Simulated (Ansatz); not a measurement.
System: CrO3, net charge 0, singlet state. 
Geometry from a B3LYP-D3(BJ)/def2-TZVP (Ansatz, a quantum-chemistry and plane-wave program) optimisation:
SMILES: [O]=[Cr](=[O])=[O]
```xyz
4

Cr    -0.0939     0.0805     0.1164
O     -0.9681    -1.1914    -0.2050
O      0.0022     1.1476    -1.0401
O      1.2477    -0.1977     0.8960
```
Charge 0, spin multiplicity 1.

Wanted: vertical electron affinity (to the doublet state of charge -1; a negative value means that the extra electron is unbound and the number depends on the basis; each state is the SCF solution reached for its spin; the molecule has degenerate orbitals, so one determinant may break the symmetry; the UHF <S^2> is 2.45 for the doublet (pure: 0.75); for the doublet T1 is 0.115; for the singlet the Hartree-Fock reference is unstable and T1 is 0.051), in eV. Cores are frozen in the correlated levels unless marked. Open shells are spin-unrestricted. Spin-orbit coupling is left out. The frozen core is the preceding noble-gas configuration, with the filled d and f shells of earlier blocks. No relativistic terms. Anions need diffuse functions: def2-D sets add few. CBS(X,Y): correlation extrapolated as X^-3; Hartree-Fock from the larger set. The program attaches cautions to a run behind HF/def2-SVPD: large difference. The program attaches cautions to a run behind MP2/def2-SVPD: large difference. The program attaches cautions to a run behind SCS-MP2/def2-SVPD: large difference. The program attaches cautions to a run behind CCSD/def2-SVPD: large difference. The program attaches cautions to a run behind CCSD(T)/def2-SVPD: large difference.

```tsv
level	program	vertical electron affinity (eV)
HF/def2-SVPD	Ansatz	6.63
HF/def2-TZVPPD	Ansatz	6.17
HF/def2-QZVPPD	Ansatz	6.17
SVWN5/def2-TZVPD	Ansatz	3.24
PBE/def2-TZVPD	Ansatz	3.04
r2SCAN/def2-TZVPD	Ansatz	3.30
B3LYP/def2-TZVPD	Ansatz	3.63
PBE0/def2-TZVPD	Ansatz	3.64
BHLYP/def2-TZVPD	Ansatz	4.35
CAM-B3LYP/def2-TZVPD	Ansatz	3.90
wB97M-V/def2-TZVPD	Ansatz	3.74
wB97X-V/def2-TZVPD	Ansatz	3.71
wB97X/def2-TZVPD	Ansatz	3.71
B2PLYP/def2-TZVPD	Ansatz	2.29
MP2/def2-SVPD	Ansatz	-4.53
RI-MP2/CBS(def2-TZVPPD,def2-QZVPPD)	Ansatz	-4.53
SCS-MP2/def2-SVPD	Ansatz	-4.06
CCSD/def2-SVPD	Ansatz	3.80
CCSD(T)/def2-SVPD	Ansatz	2.93
```
